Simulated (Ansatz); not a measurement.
Consider the formal exchange of groups at the In–F bond: `[F][InH2]` + `N[SiH3]` → `N[SiH2][InH2]` + H–F.

Calculated with Ansatz (gas phase, PBE0-D4/def2-TZVP geometries, no zero-point term in ΔE). CBS: MP2 limit from def2 TZ/QZ plus the TZ coupled-cluster correction, frozen cores. This one scheme is used for every species. Functionals use def2-TZVPP. def2 core potentials past Kr. For In outer-core shells are correlated without core-valence functions, which leaves a few kJ/mol of doubt a bond. One conformer a species, not always the lowest.

| species | PBE0 energy (Eh) |
| --- | --- |
| `[F][InH2]` | -291.13142 |
| `N[SiH3]` | -347.10904 |
| `N[SiH2][InH2]` | -537.82753 |
| H–F | -100.39405 |

(1) Work out ΔE.

Largest T1 diagnostic among the species: 0.016.

Results:

(1) ΔE = (-537.82753) + (-100.39405) − (-291.13142) − (-347.10904) = 0.01888 Eh = +11.8 kcal/mol. CCSD(T)/CBS gives +13.4 kcal/mol.

At CCSD(T), def2-SVP lies +2.4 kcal/mol from the extrapolated value and def2-TZVPP −0.6 kcal/mol. From PBE to PBE0 (25 % exact exchange), in def2-TZVPP and without D4, ΔE moves by −1.2 kcal/mol.
